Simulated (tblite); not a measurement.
Parent: `[CH3:1][CH2:2]/[C:3](=[CH:4]/[F:5])[S:6][CH3:7]` with C1–C2–C3–C4 -99°, C2–C3–S6–C7 -168°, C5H9FS.

Computed geometry: GFN2-xTB, gas phase. One conformer each, not checked by frequencies here.

```tsv
coordinate of the parent	value
C1–C2	1.529 Å
C2–C3	1.504 Å
C3=C4	1.327 Å
C4–F5	1.351 Å
C3–S6	1.764 Å
S6–C7	1.815 Å
C1–C2–C3	110.8°
C2–C3–C4	119.9°
C2–C3–S6	111.7°
C4–C3–S6	128.4°
C3–C4–F5	125.8°
C3–S6–C7	105.5°
```

Q: How does the shared frame change in `[CH3:1][O:2][CH2:3][C@H:4]([CH3:5])/[C:6](=[CH:7]/[F:8])[S:9][CH3:10]` with C1–O2–C3–C4 -179°, O2–C3–C4–C5 51°, C3–C4–C6–C7 42°, C4–C6–S9–C10 -161°, C7H13FOS? Atoms pair as C1 = C5, C2 = C4, C3 = C6, C4 = C7, F5 = F8, S6 = S9, C7 = C10 (parent first).

A: 
| parent | relative | value in the relative | change |
| --- | --- | --- | --- |
| C1–C2 | C5–C4 | 1.530 Å | +0.001 |
| C2–C3 | C4–C6 | 1.511 Å | +0.007 |
| C3=C4 | C6=C7 | 1.326 Å | -0.001 |
| C4–F5 | C7–F8 | 1.352 Å | +0.001 |
| C3–S6 | C6–S9 | 1.768 Å | +0.004 |
| S6–C7 | S9–C10 | 1.816 Å | +0.001 |
| C1–C2–C3 | C5–C4–C6 | 109.9° | -0.9 |
| C2–C3–C4 | C4–C6–C7 | 121.2° | +1.3 |
| C2–C3–S6 | C4–C6–S9 | 111.0° | -0.7 |
| C4–C3–S6 | C7–C6–S9 | 127.8° | -0.6 |
| C3–C4–F5 | C6–C7–F8 | 125.2° | -0.6 |
| C3–S6–C7 | C6–S9–C10 | 105.2° | -0.3 |

Of the parent's bonds, C2–C3 changes most (+0.007 Å). Bonds of the relative outside the shared frame: C1–O2 1.403, O2–C3 1.409, C3–C4 1.533 Å. Point group C1 → C1.

Q: How does the shared frame change in `[CH3:1][S:2]/[C:3](=[CH:4]/[F:5])[C@@H:6]([CH3:7])[CH2:8][OH:9]` with C1–S2–C3–C4 -12°, S2–C3–C6–C7 126°, C3–C6–C8–O9 55°, C6–C8–O9–H 55°, C6H11FOS? Atoms pair as C1 = C7, C2 = C6, C3 = C3, C4 = C4, F5 = F5, S6 = S2, C7 = C1 (parent first).

A: 
```csv
parent,relative,value in the relative,change
C1–C2,C7–C6,1.528 Å,-0.001
C2–C3,C6–C3,1.509 Å,+0.005
C3=C4,C3=C4,1.327 Å,0.000
C4–F5,C4–F5,1.351 Å,0.000
C3–S6,C3–S2,1.762 Å,-0.002
S6–C7,S2–C1,1.812 Å,-0.003
C1–C2–C3,C7–C6–C3,112.5°,+1.7
C2–C3–C4,C6–C3–C4,125.3°,+5.4
C2–C3–S6,C6–C3–S2,112.4°,+0.7
C4–C3–S6,C4–C3–S2,122.2°,-6.2
C3–C4–F5,C3–C4–F5,122.1°,-3.7
C3–S6–C7,C3–S2–C1,104.8°,-0.7
```

Of the parent's bonds, C2–C3 changes most (+0.005 Å). Bonds of the relative outside the shared frame: C6–C8 1.540, C8–O9 1.405 Å. Point group C1 → C1.

Q: How does the shared frame change in `[H]/[N:9]=[CH:8]/[C@H:6](/[C:3]([S:2][CH3:1])=[CH:4]/[F:5])[CH3:7]` with C1–S2–C3–C4 -14°, S2–C3–C6–C7 -94°, C3–C6–C8–N9 128°, C6H10FNS? Atoms pair as C1 = C7, C2 = C6, C3 = C3, C4 = C4, F5 = F5, S6 = S2, C7 = C1 (parent first).

A: 
```csv
parent,relative,value in the relative,change
C1–C2,C7–C6,1.528 Å,-0.001
C2–C3,C6–C3,1.512 Å,+0.008
C3=C4,C3=C4,1.328 Å,+0.001
C4–F5,C4–F5,1.350 Å,-0.001
C3–S6,C3–S2,1.762 Å,-0.002
S6–C7,S2–C1,1.815 Å,0.000
C1–C2–C3,C7–C6–C3,110.5°,-0.3
C2–C3–C4,C6–C3–C4,119.4°,-0.5
C2–C3–S6,C6–C3–S2,112.1°,+0.4
C4–C3–S6,C4–C3–S2,128.5°,+0.1
C3–C4–F5,C3–C4–F5,125.5°,-0.3
C3–S6–C7,C3–S2–C1,105.2°,-0.3
```

Of the parent's bonds, C2–C3 changes most (+0.008 Å). Bonds of the relative outside the shared frame: C6–C8 1.501, C8=N9 1.252 Å. Point group C1 → C1.

Q: How does the shared frame change in `[CH2:1]=[CH:2][C@H:3]([CH3:4])/[C:5](=[CH:6]\[F:7])[S:8][CH3:9]` with C1–C2–C3–C4 0°, C2–C3–C5–C6 58°, C3–C5–S8–C9 -178°, C7H11FS? Atoms pair as C1 = C4, C2 = C3, C3 = C5, C4 = C6, F5 = F7, S6 = S8, C7 = C9 (parent first).

A: 
```json
{"parent": "C1–C2", "relative": "C4–C3", "value in the relative": "1.528 Å", "change": "-0.001"}
{"parent": "C2–C3", "relative": "C3–C5", "value in the relative": "1.513 Å", "change": "+0.009"}
{"parent": "C3=C4", "relative": "C5=C6", "value in the relative": "1.328 Å", "change": "+0.001"}
{"parent": "C4–F5", "relative": "C6–F7", "value in the relative": "1.351 Å", "change": "0.000"}
{"parent": "C3–S6", "relative": "C5–S8", "value in the relative": "1.759 Å", "change": "-0.005"}
{"parent": "S6–C7", "relative": "S8–C9", "value in the relative": "1.814 Å", "change": "-0.001"}
{"parent": "C1–C2–C3", "relative": "C4–C3–C5", "value in the relative": "110.1°", "change": "-0.7"}
{"parent": "C2–C3–C4", "relative": "C3–C5–C6", "value in the relative": "124.1°", "change": "+4.2"}
{"parent": "C2–C3–S6", "relative": "C3–C5–S8", "value in the relative": "112.9°", "change": "+1.2"}
{"parent": "C4–C3–S6", "relative": "C6–C5–S8", "value in the relative": "123.0°", "change": "-5.4"}
{"parent": "C3–C4–F5", "relative": "C5–C6–F7", "value in the relative": "121.6°", "change": "-4.2"}
{"parent": "C3–S6–C7", "relative": "C5–S8–C9", "value in the relative": "104.9°", "change": "-0.6"}
```

Of the parent's bonds, C2–C3 changes most (+0.009 Å). Bonds of the relative outside the shared frame: C1=C2 1.318, C2–C3 1.505 Å. Point group C1 → C1.
